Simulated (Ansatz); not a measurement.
Basis-set extrapolation for `[SiH3]S/C=C/S` (PBE0-D4/def2-TZVP geometry, frozen core, Ansatz 0.2.0). Multiplicity 1, RHF reference.

```tsv
	def2-TZVPP	def2-QZVPP
HF	-1163.279225	-1163.314296
MP2 correlation	-0.800758	-0.862200
CCSD(T) correlation	-0.904552	not run
```

Energies in hartree. Use E(X) = E(∞) + A·exp(−7.88·√X) for Hartree–Fock and E(X) = E(∞) + B·X^(−2.97) for correlation, with X = 3 and 4, and add CCSD(T) minus MP2 of the smaller set to the MP2 limit.

Q: What is the CCSD(T) energy at the basis-set limit?

A: HF limit: -1163.314296 + (-0.035071) × 0.13774 = -1163.31913. MP2 limit: -0.862200 + (-0.061442) × 0.74074 = -0.90771. Higher-order term: -0.904552 − (-0.800758) = -0.10379. Total: -1164.33063 hartree, 92.2 kcal/mol below CCSD(T)/def2-TZVPP.
